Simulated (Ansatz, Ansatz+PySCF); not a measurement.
```xyz
8

C     0.0000    0.0000    0.0000
H     1.0903    0.0000    0.0000
H    -0.5452    0.9443    0.0000
H    -0.5452   -0.9443    0.0000
C    10.0000    0.0000    0.0000
H    11.0903    0.0000    0.0000
H     9.4548    0.9443    0.0000
H     9.4548   -0.9443    0.0000
```

Basis set: STO-3G (spherical functions). Correlated methods keep 2 orbitals frozen. Charge 0, multiplicity 1.

Computed with Ansatz (development build ahead of 0.2.0); each method stands on the lowest determinant of its kind that the runs found.

Give the atomization energy at this shape (free ground-state atoms in the same class of orbitals less the molecule, no zero-point energy) of singlet C2H6 in separate pieces by UHF-CCSD(T), UHF-MP2, UHF, RHF.

| method | atomization energy |
| --- | --- |
| UHF-CCSD(T) | 648.53 kcal/mol |
| UHF-MP2 | 636.35 kcal/mol |
| UHF | 600.14 kcal/mol |
| RHF | 399.73 kcal/mol |

Caution for UHF-CCSD(T), UHF-MP2: bonds are stretched, where a single reference can fail. Caution for UHF-CCSD(T): the program doubts this total. Caution for UHF-CCSD(T), UHF-MP2, UHF: the unrestricted determinant is a mixture of spin states. Caution for RHF: an unrestricted determinant lies well below.

This basis has no polarisation functions and is too small for such energies, which can lie far from measured ones in either direction.
